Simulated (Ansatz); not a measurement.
C4H7O2S (SMILES O=S1(=O)[CH]CCC1), doublet, geometry from GFN2-xTB; HF/6-31G** in Ansatz (a program for electronic structure).

Ansatz was given this input:
Ansatz 0.2 input:
```yaml
crystal:
  periodic: [false, false, false]
  atoms:
    - {symbol: O, position_ang: [1.20582299, 0.63703759, 1.26442980]}
    - {symbol: S, position_ang: [0.59731569, 0.46377763, -0.02791048]}
    - {symbol: O, position_ang: [1.21088856, 1.14490167, -1.13828716]}
    - {symbol: C, position_ang: [-1.12685342, 0.81459164, 0.03043694]}
    - {symbol: C, position_ang: [-1.90007289, -0.42866224, -0.03021007]}
    - {symbol: C, position_ang: [-0.94949266, -1.57801386, 0.33886522]}
    - {symbol: C, position_ang: [0.36671307, -1.31843240, -0.36146958]}
    - {symbol: H, position_ang: [-1.52096062, 1.79857927, -0.11345824]}
    - {symbol: H, position_ang: [-2.76975271, -0.40009022, 0.63480175]}
    - {symbol: H, position_ang: [-2.29754025, -0.58865507, -1.04489655]}
    - {symbol: H, position_ang: [-0.77775098, -1.56250060, 1.41642599]}
    - {symbol: H, position_ang: [-1.37833452, -2.54287852, 0.06676269]}
    - {symbol: H, position_ang: [0.31041096, -1.44378684, -1.43879776]}
    - {symbol: H, position_ang: [1.20142010, -1.87352333, 0.05085347]}
basis:
  gaussian:
    orbitals: 6-31G__.json
hamiltonian:
  xc: hf
magnetization: {spin_polarized: true, initial_magnetization: 1}
```
The basis file holds 6-31G** in the JSON format of the Basis Set Exchange.

### Question
What does Ansatz print? Leave out banner, timings and long lists.

### Answer

```
Functional definition: HF
1363 factors; integrals over basis functions are off by at most 1.3e-3 eV
mean field evaluation 1: about -19113.8331 eV, gradient 3.9e1 eV
mean field evaluation 2: about -19113.9626 eV, gradient 4.0e1 eV
mean field evaluation 4: about -19120.5709 eV, gradient 4.3e0 eV
mean field evaluation 8: about -19120.7228 eV, gradient 2.2e-1 eV
mean field -19120.72385238 eV, -702.6736410830 hartree, gradient 5.8e-5 eV, S^2 0.763564; 0 other end points of the search recorded, 0 dependent functions left out
reference -19120.72385238 eV, -702.6736410830 hartree; 32, 31 occupied and 112, 113 virtual orbitals, 1363 factors
Total energy: -19120.72385238 eV, -702.6736410830 hartree
```
